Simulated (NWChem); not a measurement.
System: H₂TeSO; SMILES [Te](S)O

```xyz
5

Te     0.3371    -0.4089    -0.0029
O     -1.4605    -1.2751     0.0565
H     -1.7875    -1.3110    -0.8524
S     -0.2314     1.9169    -0.0462
H     -0.3548     2.1035     1.2893
```
Atoms are numbered in this order, from 1.

Program: NWChem. Structure relaxed at the PBE0/def2-SVP level. def2 effective core potentials on Te; no spin-orbit coupling. Hybrids' shares of exact exchange are those that their runs print; pure functionals count as 0. The functionals differ in more than this share.

| row | share of exact exchange | orbital gap (eV) |
|---|---|---|
| PBE/def2-SVP | 0.00 | 3.01 |
| LDA (Slater exchange, VWN5)/def2-SVP | 0.00 | 2.92 |
| B3LYP/def2-SVP | 0.20 | withheld |
| PBE0/def2-SVP | 0.25 | 5.00 |
| PW6B95/def2-SVP | 0.28 | 5.13 |
| MPW1K/def2-SVP | 0.43 | 6.41 |

**Question.** Fit a straight line of the last column on the one before it, predict the withheld value, and compare with the run.

**Answer.** 
1. Means of the 5 shown rows: x = 0.192, y = 4.494. Slope Σ(x − x̄)(y − ȳ)/Σ(x − x̄)² = 1.128/0.1415 = 7.976; intercept 2.963.
2. The shown rows scatter about the line by 0.046 (root mean square); the largest residual is -0.07, at PW6B95/def2-SVP.
3. At x = 0.20 (B3LYP/def2-SVP; inside the shown range) the line gives 4.56.
4. The run gives 4.56, 0.00 from the line, 0.0 times the scatter.
